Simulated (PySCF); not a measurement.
Estimate the missing entries of this data sheet.

C₅H₄ClN.
SMILES: `ClC1=CC=NC=C1`

| property | level | value |
| --- | --- | --- |
| point group of the GFN2-xTB geometry | GFN2-xTB | ? |
| rotational constants A, B, C of the GFN2-xTB geometry | GFN2-xTB | ? |
| dipole moment | PBE0/pcSseg-1 | 0.66 D |
| HOMO energy | PBE0/pcSseg-1 | ? |
| LUMO energy | PBE0/pcSseg-1 | ? |
| 13C chemical shifts (computed TMS as zero) by class | GIAO PBE0/pcSseg-1 | ? |
| 1H chemical shifts (computed TMS as zero) by class | GIAO PBE0/pcSseg-1 | ? |
| isotropic shieldings of nuclei other than C and H, by class | GIAO PBE0/pcSseg-1 | ? |

Gas-phase values; electronic properties from PySCF, density fitting. Isolated species at its GFN2-xTB geometry, gas phase.

(1) The HOMO energy?

(2) Give the isotropic shieldings of nuclei other than C and H, by class.

(3) The 1H chemical shifts (computed TMS as zero) by class?

(4) What are the 13C chemical shifts (computed TMS as zero) by class?

(5) What is the LUMO energy?

(6) Give the point group of the GFN2-xTB geometry.

(7) What are the rotational constants A, B, C of the GFN2-xTB geometry?

Results:

(1) -7.73 eV.

(2) -87 (1 N), 695 (1 Cl) ppm.

(3) 8.88 (2 H), 7.39 (2 H) ppm.

(4) 156.6 (2 C), 156.2 (1 C), 129.5 (2 C) ppm.

(5) -1.10 eV.

(6) C2v.

(7) 6.101, 1.585, 1.258 GHz.

Point group C2v permits a dipole; with 0.66 D the species has a pure rotational spectrum. The dipole matches unit charges of opposite sign 0.14 Å apart (1 e·Å = 4.8032 D). The rotational constants make it an asymmetric top with κ = (2B − A − C)/(A − C) = -0.86, nearer the prolate limit (−1). With B = h/(8π²I), that is 505.379 GHz u Å² over I, the principal moments of inertia are 82.8, 318.8 and 401.6 u Å² (most abundant isotopes).
